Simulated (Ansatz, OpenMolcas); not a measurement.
**How basis sets differ on CH5Sb (SMILES [CH3][SbH2])**

CH5Sb has 7 atoms, charge 0, and is taken as a singlet. As SMILES, `[CH3][SbH2]`. The coordinates come from a PBE0-D4/def2-TZVP relaxation.

```xyz
7

C    -0.6105   -0.4787   -0.4048
Sb    0.6683    0.1798    1.2089
H    -0.4393   -1.5415   -0.5748
H    -1.6492   -0.3318   -0.1093
H    -0.4058    0.0772   -1.3171
H     0.4116    1.8431    0.9002
H     2.0861    0.1838    0.2511
```

Quantity: the dipole moment, in D. The values are calculated.

```tsv
level	kind	program	value (D)
HF/ANO-R0 (sfX2C)	Hartree–Fock	OpenMolcas	1.65
HF/STO-3G	Hartree–Fock	Ansatz	0.68
HF/3-21G	Hartree–Fock	OpenMolcas	0.70
HF/def2-SVP (core potential)	Hartree–Fock	Ansatz	0.73
```

All-electron rows without a relativistic Hamiltonian named are non-relativistic, while core potentials hold scalar relativity, so basis and relativity change together. The values span 0.68 to 1.65 D. Magnitudes only: a small dipole may point the other way at some levels. Sets without polarisation functions give poor dipoles.
